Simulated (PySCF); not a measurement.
This script is equivalent to a calculation on Si⁺ (silicon, charge +1).

```python
from pyscf import gto, scf, dft, mp, cc
import basis_set_exchange as bse
mol = gto.M(atom="Si 0 0 0", charge=1, spin=1, symmetry="D2h",
            basis=gto.basis.parse(bse.get_basis("aug-cc-pV(D+d)Z", elements=["Si"], fmt="nwchem", header=False)))
mf = dft.UKS(mol, xc="R2SCAN")
mf.irrep_nelec = {'Ag': (3, 3), 'B1u': (1, 1), 'B2u': (2, 1), 'B3u': (1, 1)}
mf.kernel()
```

Q: What total energy does it give?

A: -289.033 hartree (calculated).

Q: Which occupied shell lies highest, and where?

A: 3p α, at -12.565 eV.

Q: What is ⟨S²⟩, and what would a pure spin state give?

A: 0.760, against 0.75.
